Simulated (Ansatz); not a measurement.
Consider the formal exchange of groups at the Al–N bond: `[NH2][AlH][N]([SiH3])[SiH3]` + `[SiH3][SiH2]Cl` → `[NH2][AlH][SiH]([SiH3])Cl` + `[SiH3]N[SiH3]`.

Computed with Ansatz on PBE0-D4/def2-TZVP structures; ΔE is electronic, products minus reactants. CCSD(T)/CBS adds triple-zeta CCSD(T) − MP2 to the extrapolated MP2 energy (def2 sets, frozen cores). This one scheme is used for every species. DFT in def2-TZVPP. B3LYP here is the variant with VWN-RPA as its local correlation; programs differ in this. Each species was taken in one conformer, which may not be the lowest.

```csv
level,ΔE (kJ/mol),difference from CCSD(T)/CBS
PBE-D4,74.1,-20.3
r2SCAN-D4,91.4,-3.0
PBE0-D4,79.6,-14.8
B3LYP-D4,90.6,-3.8
ωB97X-V,90.9,-3.5
ωB97M-V,97.0,2.6
B2PLYP,93.4,-1.0
PBE,70.9,-23.5
r2SCAN,90.7,-3.7
PBE0,77.1,-17.3
B3LYP,85.4,-9.0
HF/def2-TZVPP,97.5,3.1
MP2/def2-TZVPP,103.1,8.7
SCS-MP2/def2-TZVPP,102.5,8.1
CCSD/def2-TZVPP,95.7,1.3
CCSD(T)/def2-TZVPP,95.5,1.1
HF/def2-QZVPP,99.4,5.0
MP2/def2-QZVPP,103.2,8.8
SCS-MP2/def2-QZVPP,102.4,8.0
HF/CBS(def2),99.7,5.3
MP2/CBS(def2),102.0,7.6
CCSD/CBS(def2),94.6,0.2
CCSD(T)/CBS,94.4,0
```

Largest T1 diagnostic among the species: 0.012.

From PBE to PBE0 (25 % exact exchange), in def2-TZVPP and without D4, ΔE moves by +6.2 kJ/mol. The D4 term adds +5.2 kJ/mol with B3LYP and +2.5 kJ/mol with PBE0; it sums over pairs of atoms, weighted by their polarisabilities, and B3LYP, whose exchange is more repulsive, gets the larger term.
